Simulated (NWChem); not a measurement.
# H3SO4 cation; SMILES S(O)(O)(=O)=[OH+]

```xyz
8

O     -0.0052     1.5732     0.0009
S     -0.0004     0.1284     0.0001
O     -0.6959    -0.5944     1.2172
O      1.4053    -0.5867    -0.0051
O     -0.7038    -0.5931    -1.2133
H     -0.4948    -0.1524     2.0826
H      2.0527    -0.1400    -0.6101
H     -1.5552    -0.1533    -1.4708
```
Atoms are numbered in this order, from 1.

Computed with NWChem. Medium grid unless said otherwise, to which SCAN and Minnesota functionals are sensitive. Coordinates come from a PBE-D3(BJ)/def2-SVP optimisation. Hybrids' shares of exact exchange are those that their runs print; pure functionals count as 0. The functionals differ in more than this share.

| row | share of exact exchange | orbital gap (eV) |
|---|---|---|
| PBE/def2-SVP | 0.00 | 7.20 |
| MN15-L/def2-SVP | 0.00 | 9.10 |
| B3LYP/def2-SVP | 0.20 | 9.49 |
| PBE0/def2-SVP | 0.25 | 10.23 |
| M06/def2-SVP | 0.27 | withheld |

Question: Fit a straight line of the last column on the one before it, predict the withheld value, and compare with the run.

Answer: 
1. Means of the 4 shown rows: x = 0.113, y = 9.005. Slope Σ(x − x̄)(y − ȳ)/Σ(x − x̄)² = 0.4033/0.05188 = 7.773; intercept 8.131.
2. The shown rows scatter about the line by 0.683 (root mean square); the largest residual is +0.97, at MN15-L/def2-SVP.
3. At x = 0.27 (M06/def2-SVP; beyond the shown range) the line gives 10.23.
4. The run gives 10.11, -0.12 from the line, 0.2 times the scatter.
